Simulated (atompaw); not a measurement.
**Building the PAW (atompaw) potential for fluorine (F) (LDA (PW92), scalar-relativistic).**

atompaw 4.2.0.5 input, output lines left out:

```
F 9
LDA-PW scalarrelativistic loggrid 1500 logderivrange -7 5 301
2 2 0 0 0 0
2 1 3
0 0 0
c
v
v
1
0.85 0.75 0.65 0.65
y
-4.1
n
y
0.05
n
custom rrkj gramschmidtortho besselshape
2 0.5 ultrasoft
0.85
0.85
0.80
0.85
```

(1) Estimate the cutoffs (Ry, on a coarse ladder) from which the occupation-weighted sum of valence levels, in a spherical-Bessel basis at the reference potential, stays within 10 and 1 mRy of its value at 400 Ry.

(2) Does the potential have ghost states?

(3) Is the overlap operator S = 1 + Σ q|β⟩⟨β| positive definite (Bessel basis up to 400 Ry)?

(4) Which valence shell sets the plane-wave cutoff?

Answers

(1) 110 Ry and 180 Ry.

(2) No extra level below or beside the all-electron valence levels (s, p, d, f tested).

(3) Yes: its lowest eigenvalue is 0.52 (s channel).

(4) 2p: its level needs 120 Ry to come within 1 mRy, against 40 Ry for 2s.
